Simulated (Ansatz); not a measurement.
`C[NH][Ga]([F])[F]` + `[SiH3][NH][GeH3]` → `C[N]([SiH3])[GeH3]` + `[NH2][Ga]([F])[F]`  (substitution at a C–N bond)

Computed with Ansatz on PBE0-D4/def2-TZVP structures; ΔE is electronic, products minus reactants. CBS: MP2 limit from def2 TZ/QZ plus the TZ coupled-cluster correction, frozen cores. DFT in def2-TZVPP. B3LYP here is the variant with VWN-RPA as its local correlation; programs differ in this. HSE06 is defined as in plane-wave codes. For Ga, Ge outer-core shells are correlated without core-valence functions, which leaves a few kJ/mol of doubt a bond. Scalar relativity is left out up to krypton. Each species was taken in one conformer, which may not be the lowest.

```json
{"level": "LDA (SPW92)", "ΔE (kJ/mol)": "-2.9", "difference from CCSD(T)/CBS": "-1.1"}
{"level": "PBE-D4", "ΔE (kJ/mol)": "-1.5", "difference from CCSD(T)/CBS": "0.3"}
{"level": "revPBE-D4", "ΔE (kJ/mol)": "-3.6", "difference from CCSD(T)/CBS": "-1.8"}
{"level": "BLYP-D4", "ΔE (kJ/mol)": "-1.3", "difference from CCSD(T)/CBS": "0.5"}
{"level": "r2SCAN-D4", "ΔE (kJ/mol)": "-0.7", "difference from CCSD(T)/CBS": "1.1"}
{"level": "B97M-V", "ΔE (kJ/mol)": "-0.9", "difference from CCSD(T)/CBS": "0.9"}
{"level": "PBE0-D4", "ΔE (kJ/mol)": "-0.8", "difference from CCSD(T)/CBS": "1.0"}
{"level": "B3LYP-D4", "ΔE (kJ/mol)": "-0.3", "difference from CCSD(T)/CBS": "1.5"}
{"level": "r2SCANh-D4", "ΔE (kJ/mol)": "-0.6", "difference from CCSD(T)/CBS": "1.2"}
{"level": "r2SCAN0-D4", "ΔE (kJ/mol)": "-0.4", "difference from CCSD(T)/CBS": "1.4"}
{"level": "HSE06-D4", "ΔE (kJ/mol)": "-0.7", "difference from CCSD(T)/CBS": "1.1"}
{"level": "BHLYP-D4", "ΔE (kJ/mol)": "0.8", "difference from CCSD(T)/CBS": "2.6"}
{"level": "CAM-B3LYP-D4", "ΔE (kJ/mol)": "0.8", "difference from CCSD(T)/CBS": "2.6"}
{"level": "ωB97X-V", "ΔE (kJ/mol)": "-0.3", "difference from CCSD(T)/CBS": "1.5"}
{"level": "ωB97M-V", "ΔE (kJ/mol)": "-1.4", "difference from CCSD(T)/CBS": "0.4"}
{"level": "PBE", "ΔE (kJ/mol)": "1.6", "difference from CCSD(T)/CBS": "3.4"}
{"level": "revPBE", "ΔE (kJ/mol)": "3.8", "difference from CCSD(T)/CBS": "5.6"}
{"level": "BLYP", "ΔE (kJ/mol)": "5.2", "difference from CCSD(T)/CBS": "7.0"}
{"level": "r2SCAN", "ΔE (kJ/mol)": "0.2", "difference from CCSD(T)/CBS": "2.0"}
{"level": "PBE0", "ΔE (kJ/mol)": "1.9", "difference from CCSD(T)/CBS": "3.7"}
{"level": "r2SCAN0", "ΔE (kJ/mol)": "0.6", "difference from CCSD(T)/CBS": "2.4"}
{"level": "HSE06", "ΔE (kJ/mol)": "1.9", "difference from CCSD(T)/CBS": "3.7"}
{"level": "BHLYP", "ΔE (kJ/mol)": "4.8", "difference from CCSD(T)/CBS": "6.6"}
{"level": "CAM-B3LYP", "ΔE (kJ/mol)": "3.7", "difference from CCSD(T)/CBS": "5.5"}
{"level": "LC-ωPBE", "ΔE (kJ/mol)": "2.3", "difference from CCSD(T)/CBS": "4.1"}
{"level": "RPA@PBE/def2-TZVPP", "ΔE (kJ/mol)": "-0.7", "difference from CCSD(T)/CBS": "1.1"}
{"level": "HF/def2-SVP", "ΔE (kJ/mol)": "9.9", "difference from CCSD(T)/CBS": "11.7"}
{"level": "MP2/def2-SVP", "ΔE (kJ/mol)": "-0.6", "difference from CCSD(T)/CBS": "1.2"}
{"level": "CCSD/def2-SVP", "ΔE (kJ/mol)": "2.1", "difference from CCSD(T)/CBS": "3.9"}
{"level": "CCSD(T)/def2-SVP", "ΔE (kJ/mol)": "0.8", "difference from CCSD(T)/CBS": "2.6"}
{"level": "HF/def2-TZVPP", "ΔE (kJ/mol)": "7.6", "difference from CCSD(T)/CBS": "9.4"}
{"level": "MP2/def2-TZVPP", "ΔE (kJ/mol)": "-3.5", "difference from CCSD(T)/CBS": "-1.7"}
{"level": "SCS-MP2/def2-TZVPP", "ΔE (kJ/mol)": "-0.9", "difference from CCSD(T)/CBS": "0.9"}
{"level": "CCSD/def2-TZVPP", "ΔE (kJ/mol)": "0.1", "difference from CCSD(T)/CBS": "1.9"}
{"level": "CCSD(T)/def2-TZVPP", "ΔE (kJ/mol)": "-1.5", "difference from CCSD(T)/CBS": "0.3"}
{"level": "HF/def2-QZVPP", "ΔE (kJ/mol)": "7.7", "difference from CCSD(T)/CBS": "9.5"}
{"level": "MP2/def2-QZVPP", "ΔE (kJ/mol)": "-3.6", "difference from CCSD(T)/CBS": "-1.8"}
{"level": "HF/CBS(def2)", "ΔE (kJ/mol)": "7.7", "difference from CCSD(T)/CBS": "9.5"}
{"level": "MP2/CBS(def2)", "ΔE (kJ/mol)": "-3.8", "difference from CCSD(T)/CBS": "-2.0"}
{"level": "CCSD/CBS(def2)", "ΔE (kJ/mol)": "-0.2", "difference from CCSD(T)/CBS": "1.6"}
{"level": "CCSD(T)/CBS", "ΔE (kJ/mol)": "-1.8", "difference from CCSD(T)/CBS": "0"}
```

Largest T1 diagnostic among the species: 0.014.

The D4 term adds −5.0 kJ/mol with B3LYP and −2.8 kJ/mol with PBE0; it sums over pairs of atoms, weighted by their polarisabilities, and B3LYP, whose exchange is more repulsive, gets the larger term. Leaving LDA and LC-ωPBE aside and taking each functional with its dispersion term where it has one, the values, not all of them listed here, spread over 5.3 kJ/mol, from revPBE-D4 to B2PLYP. LDA lies −4.5 kJ/mol from PBE without D4. In def2-TZVPP, CCSD(T) changes the Hartree–Fock value by −9.1 kJ/mol (the triples alone add −1.6 kJ/mol) and MP2 by −11.0 kJ/mol.
